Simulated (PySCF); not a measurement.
## Unknown: peak-picked proton spectrum

Formula C₄H₃F₃. The spectrum was simulated from the full spin Hamiltonian at 200 MHz with 1.2 Hz Lorentzian lines, from shifts rounded to 0.01 ppm and J to 0.1 Hz, couplings under 1 Hz left out.

```csv
region,integral (H),ppm,Hz,height
1,1,6.660,1332.1,11
1,,6.649,1329.9,11
1,,6.634,1326.8,11
1,,6.623,1324.6,11
1,,6.596,1319.2,13
1,,6.585,1317.0,13
1,,6.568,1313.7,23
1,,6.558,1311.5,24
1,,6.542,1308.4,22
1,,6.531,1306.2,22
1,,6.518,1303.6,13
1,,6.503,1300.7,22
1,,6.492,1298.5,19
1,,6.478,1295.5,25
1,,6.467,1293.4,25
1,,6.452,1290.4,23
1,,6.442,1288.3,23
1,,6.425,1285.0,16
1,,6.414,1282.8,15
1,,6.387,1277.4,17
1,,6.376,1275.2,18
1,,6.361,1272.2,18
1,,6.350,1270.1,17
2,1,5.987,1197.4,42
2,,5.982,1196.5,47
2,,5.975,1194.9,77
2,,5.971,1194.2,77
2,,5.963,1192.5,48
2,,5.958,1191.7,42
2,,5.894,1178.8,31
2,,5.890,1178.0,35
2,,5.882,1176.4,56
2,,5.878,1175.6,56
2,,5.870,1174.0,34
2,,5.866,1173.1,30
3,1,5.715,1143.0,57
3,,5.701,1140.2,100
3,,5.686,1137.3,58
3,,5.651,1130.2,50
3,,5.637,1127.4,87
3,,5.622,1124.5,49
```

No relativistic terms, no solvent model, single conformer. GFN2-xTB structure; spin–spin couplings from B3LYP/pcJ-1 (spin–dipole term only in couplings to heteroatoms); σ from GIAO-PBE0/pcSseg-1; PySCF.

Referencing at the same level of theory: TMS for ¹H (σ = 31.72 ppm).

Q: Analyse the multiplets.

A: ¹H NMR (200 MHz, computed): δ 6.50 (m, 1H), 5.93 (dtd, J = 18.6, 2.4, 1.0 Hz, 1H), 5.67 (dt, J = 12.9, 2.9 Hz, 1H). These are first-order names from the parameters used; overlap and second-order distortion can hide them in the list.

Q: What is the compound?

A: 1,1,2-trifluorobuta-1,3-diene (SMILES C=CC(F)=C(F)F).

Structure with atom numbers: `[CH2:1]=[CH:2][C:3]([F:4])=[C:5]([F:6])[F:7]`. Each H is labelled by its parent atom. Ha(C1) is cis to C3; Hb(C1) is trans to C3.

- δ 6.50: H(C2), hydrogen on an alkene CH, coupled to F4 (23.4 Hz), Ha(C1) (18.6 Hz), Hb(C1) (12.9 Hz), F7 (5.3 Hz).
- δ 5.93: Ha(C1), hydrogen on a terminal =CH2 carbon, coupled to H(C2) (18.6 Hz), F4 and F7 (2.4 Hz), F6 (1.0 Hz).
- δ 5.67: Hb(C1), hydrogen on a terminal =CH2 carbon, coupled to H(C2) (12.9 Hz), F4 and F7 (2.9 Hz).

The data come from this structure; uniqueness wasn't tested.

Multiplet labels drop couplings under 1 Hz and merge nearly equal ones. Unscaled 3J(H,H) at this level run about 10 % above measured values.
